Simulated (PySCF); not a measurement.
## Checking a proposed structure

A compound C6H10FNSi2 gives the data below (simulated from a calculation) and was assigned the structure `C=C(C)[SiH2]/C(F)=C\[SiH2]C#N`.

13C{1H} NMR (computed): δ 172.3 (C), 143.7 (C), 135.3 (CH), 134.7 (CH), 127.7 (CH), 123.3 (CH).

1H NMR (500 MHz, computed): δ 7.75 (m, 1H), 7.73 (m, 1H), 7.60 (m, 1H), 7.41 (m, 1H), 5.36 (s, 2H), 4.84 (s, 3H), -0.37 (br s, 1H).

Computed data (PySCF): GFN2-xTB structure, shieldings: GIAO PBE0/pcSseg-1. A single conformation, no relativistic terms, equivalent nuclei averaged, gas phase.

δ = σ(ref) − σ, references computed at the same level: 1H (σref 31.72), 13C (σref 186.93) vs TMS.

Task: Compare with the shifts computed for the proposed structure, pairing carbons in order of shift.

Result: Mapped SMILES: `[CH2:1]=[C:2]([CH3:3])[SiH2:4]/[C:5]([F:6])=[CH:7]\[SiH2:8][C:9]#[N:10]`. Hydrogens are named by the atom that carries them.

```json
{"atom": "C5", "computed for proposal": "195.3", "given list": "172.3", "difference": "+23.0"}
{"atom": "C2", "computed for proposal": "148.2", "given list": "143.7", "difference": "+4.5"}
{"atom": "C1", "computed for proposal": "139.5", "given list": "135.3", "difference": "+4.2"}
{"atom": "C9", "computed for proposal": "127.5", "given list": "134.7", "difference": "-7.2"}
{"atom": "C7", "computed for proposal": "110.1", "given list": "127.7", "difference": "-17.6"}
{"atom": "C3", "computed for proposal": "28.4", "given list": "123.3", "difference": "-94.9"}
```

The rms difference is 40.7 ppm and the largest -94.9 ppm at C3 (allylic methyl carbon). The carbon types in order of shift don't match either: C, C, CH2, C, CH, CH3 for the proposal against C, C, CH, CH, CH, CH in the data. The proposal doesn't fit.

Task: Which isomer fits?

Result: `Fc1cccc([SiH2]N[SiH3])c1`.

1. Carbon types of the structure: 2 × C, 4 × CH, leaving 6 H on heteroatoms.
2. δC 172.3: aromatic carbon bearing fluorine; the electronegative substituent deshields the carbon that carries it.
3. δC 143.7: substituted aromatic carbon.
4. δC 135.3, 134.7, 127.7, 123.3: aromatic CH.
5. δH -0.37: hydrogen on a nitrogen bonded to 2 Si; labile proton, position sensitive to the medium.

The shifts were computed for this structure.

OH/NH shifts are gas-phase values; hydrogen bonding in solution moves them, usually downfield. Splittings by 19F in the carbon and heteronuclear signals aren't shown, as no couplings were computed. Shifts are as computed. Against solution values, carbons near 30 ppm lie about +3 ppm off and those near 130 ppm about +5 ppm. Of 1309 compounds with measured shifts, 239 miss one by over three times the rms of a fit or turn the order of signals round; such compounds aren't used in these exercises. No couplings were computed; multiplicities are counted from neighbouring protons, with m where these are inequivalent, close in shift, in a saturated or five-membered ring or joined by F or P, and br s for small geminal =CH2 splittings.
